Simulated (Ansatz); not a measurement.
Mulliken charges of `O[SiH](Cl)[S][GeH2][Cl]` from ωB97M-V/def2-TZVPP in Ansatz (PBE0-D4/def2-TZVP geometry).

```json
{"atom": "O1", "x (Å)": "1.937", "y (Å)": "-1.640", "z (Å)": "-1.280", "charge (e)": "-0.362"}
{"atom": "Si2", "x (Å)": "0.682", "y (Å)": "-1.114", "z (Å)": "-0.388", "charge (e)": "0.513"}
{"atom": "Cl3", "x (Å)": "1.201", "y (Å)": "-0.925", "z (Å)": "1.590", "charge (e)": "-0.199"}
{"atom": "S4", "x (Å)": "0.081", "y (Å)": "0.775", "z (Å)": "-1.165", "charge (e)": "-0.300"}
{"atom": "Ge5", "x (Å)": "-1.209", "y (Å)": "1.528", "z (Å)": "0.471", "charge (e)": "0.298"}
{"atom": "Cl6", "x (Å)": "-2.680", "y (Å)": "0.039", "z (Å)": "0.973", "charge (e)": "-0.262"}
{"atom": "H7", "x (Å)": "2.712", "y (Å)": "-1.080", "z (Å)": "-1.357", "charge (e)": "0.185"}
{"atom": "H8", "x (Å)": "-0.367", "y (Å)": "-2.138", "z (Å)": "-0.484", "charge (e)": "0.002"}
{"atom": "H9", "x (Å)": "-0.412", "y (Å)": "1.813", "z (Å)": "1.743", "charge (e)": "0.069"}
{"atom": "H10", "x (Å)": "-1.944", "y (Å)": "2.743", "z (Å)": "-0.102", "charge (e)": "0.058"}
```

**Question.** By hand: the dipole of these point charges (1 e Å = 4.8032 D).

**Answer.** Σ q r = (0.087, 0.499, 0.045) e Å, of length 0.509 e Å = 2.44 D.

**Question.** How does the dipole of the full density compare? (An estimate is asked.)

**Answer.** Ansatz gave: (0.270, 0.390, -0.055) e Å, 2.29 D; the point charges give 1.07 times that, at 27° from its direction.

Point charges leave out the atoms' own dipoles, such as those of lone pairs, and Mulliken's split depends on the basis, so the two needn't agree.
